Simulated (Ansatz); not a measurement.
Geometry optimisation, RKS PBE0/cc-pVDZ in Ansatz.

Input file:

```yaml
crystal:
  periodic: [false, false, false]
  atoms:
    - { symbol: "N", position_ang: [-0.1172, 1.4289, -0.9579] }
    - { symbol: C, position_ang: [-0.4699, 0.3105, -0.4888] }
    - { symbol: Si, position_ang: [0.5839, -0.5814, 0.725] }
    - { symbol: Cl, position_ang: [-1.8501, -0.3959, -1.0191] }
    - { symbol: H, position_ang: [-0.9143, 1.7399, -1.6347] }
    - { symbol: H, position_ang: [1.0556, -1.8905, 0.2106] }
    - { symbol: H, position_ang: [-0.0855, -0.8546, 2.0138] }
    - { symbol: H, position_ang: [1.8896, 0.1861, 1.0953] }
basis:
  gaussian: { orbitals: cc-pVDZ }
hamiltonian:
  xc: pbe0
relax:
  f_tol: 0.02
  max_steps: 40
scf:
  lower_state_search: "off"
```

Launched with:

```bash
$ ansatz run input.yaml --threads 1 --pin off --max-ram 2048MiB --backend cpu --events-out ev --progress --plain --runs-dir out
```

**Question.** Where does it end, and by what steps?

**Answer.** It converged. After 7 steps the energy has fallen by 0.552 eV; Cl4 moved furthest, 0.20 Å.

| step | energy less start (eV) | largest force component (eV/Å) | accepted |
| --- | --- | --- | --- |
| 0 | 0.0000 | 3.325 | yes |
| 1 | -0.3848 | 2.015 | yes |
| 2 | -0.4706 | 1.295 | yes |
| 3 | -0.4841 | 1.853 | yes |
| 4 | -0.5479 | 0.208 | yes |
| 5 | -0.5508 | 0.060 | yes |
| 6 | -0.5515 | 0.033 | yes |
| 7 | -0.5516 | 0.007 | yes |

```xyz
8
Properties=species:S:1:pos:R:3
N -0.124 1.463 -0.973
C -0.422 0.342 -0.495
Si 0.657 -0.601 0.765
Cl -1.925 -0.553 -0.930
H -0.824 1.817 -1.638
H 1.038 -1.910 0.152
H -0.168 -0.839 1.989
H 1.862 0.224 1.074
```

Whether the end is a true minimum wasn't checked by a vibrational analysis.

Time of the run: 27 s on 1 thread of Intel(R) Xeon(R) Platinum 8259CL CPU @ 2.50GHz (Skylake/Cascade Lake), on a shared host, peak memory 0.17 GiB.
